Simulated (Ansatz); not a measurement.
H7InO2Si2, SMILES `[SiH3][O][InH][O][SiH3]`, relaxed with RKS PBE0-D4/def2-TZVP in Ansatz from a GFN2-xTB geometry. The force threshold is 0.005 eV/Å; the program also tests the step.

Total charge 0; spin multiplicity 1. In takes the def2 core potential.

Start:

```xyz
12

Si   -1.998   -0.566   -0.813
O    -0.710   -1.538   -0.932
In    1.134   -1.507   -0.310
O     1.843    0.080    0.562
Si    1.273    1.526    1.014
H    -2.477   -0.525    0.581
H    -2.948   -1.238   -1.703
H    -1.696    0.800   -1.276
H     2.132   -2.835   -0.571
H     2.499    2.189    1.468
H     0.659    2.241   -0.120
H     0.289    1.373    2.101
```

```
step  energy (eV)  largest force (eV/Å)  largest move (Å)
   1  -25130.9613                 0.693             0.000
   2  -25131.1333                 0.210             0.114
   3  -25131.1496                 0.104             0.065
   4  -25131.1518                 0.042             0.040
   5  -25131.1532                 0.039             0.067
   6  -25131.1547                 0.211             0.177
   7  -25131.1566                 0.130             0.023
   8  -25131.1615                 0.008             0.146
   9  -25131.1627                 0.126             0.195
  10  -25131.1649                 0.030             0.055
  11  -25131.1654                 0.032             0.030
  12  -25131.1658                 0.012             0.051
  13  -25131.1659                 0.008             0.016
  14  -25131.1661                 0.010             0.022
  15  -25131.1662                 0.014             0.034
  16  -25131.1662                 0.007             0.008
  17  -25131.1662                 0.006             0.007
  18  -25131.1662                 0.001             0.002
```

End:

```xyz
12

Si   -1.943   -0.575   -0.640
O    -0.692   -1.618   -0.670
In    1.256   -1.633   -0.381
O     1.853    0.107    0.319
Si    1.224    1.510    0.859
H    -2.544   -0.494    0.720
H    -2.988   -1.040   -1.593
H    -1.522    0.799   -1.041
H     2.264   -2.944   -0.688
H     2.158    2.115    1.847
H     1.025    2.475   -0.258
H    -0.093    1.299    1.527
```

Hardware: 2 threads of an AMD EPYC 7R13 on a shared host and a share of an NVIDIA H100 80 GB. Wall time 51 s, peak host memory 0.89 GiB.
